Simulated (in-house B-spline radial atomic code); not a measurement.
Ionising Pr with different functionals

Computed with an all-electron radial atomic-structure program (B-spline basis): scalar-relativistic (spin-free X2C) Hamiltonian, Fermi nucleus of rms radius 4.8919 fm, spin-polarised at highest spin, spherical fractional occupations for the functionals, the average over the highest-spin determinants for Hartree-Fock. The ionisation energy is the difference of two self-consistent energies, [Xe] 4f3 6s2 → [Xe] 4f3 6s1, without Breit or QED terms; ε is the level of the shell that loses the electron (its least bound occupied spin orbital). There is no spin-orbit coupling in this Hamiltonian.

Hybrids are left out here: with spherical fractional occupations of an open shell their exact exchange keeps a self-interaction that integer-occupation calculations don't have.

| method | rung | ΔSCF (eV) | -ε(6s) (eV) |
| --- | --- | --- | --- |
| Hartree-Fock | Hartree-Fock | 4.44 | 4.61 |
| LDA VWN5 | LDA | 5.61 | 3.48 |
| LDA PW92 | LDA | 5.62 | 3.49 |
| LDA exchange-only | LDA | 4.57 | 2.68 |
| PBE | GGA | ? | ? |
| PBEsol | GGA | 5.39 | 3.37 |
| BLYP | GGA | 5.43 | 3.22 |
| RPBE | GGA | 5.38 | 3.31 |
| PW91 | GGA | 5.45 | 3.39 |
| BP86 | GGA | 5.56 | 3.49 |
| AM05 | GGA | ? | ? |
| OLYP | GGA | 5.23 | 3.06 |
| TPSS | meta-GGA | 5.29 | 3.34 |
| SCAN | meta-GGA | 5.08 | 3.35 |
| r2SCAN | meta-GGA | 5.11 | 3.37 |
| revTPSS | meta-GGA | 5.30 | 3.37 |

**Question.** What does AM05 give?

**Answer.** ΔSCF 5.33 eV, and -ε(6s) = 3.31 eV.

**Question.** What does PBE give?

**Answer.** ΔSCF 5.42 eV, and -ε(6s) = 3.36 eV.

**Question.** How do they compare with the NIST value?

**Answer.** NIST lists 5.470 eV (semi-empirical, ground level to ground level). Errors run from -1.03 to +0.15 eV; PW91 is closest (-0.02 eV), but part of that can be cancellation, since the calculations leave out spin-orbit coupling, Breit-QED terms, multiplet and fine-structure energies. Hartree-Fock also lacks correlation.
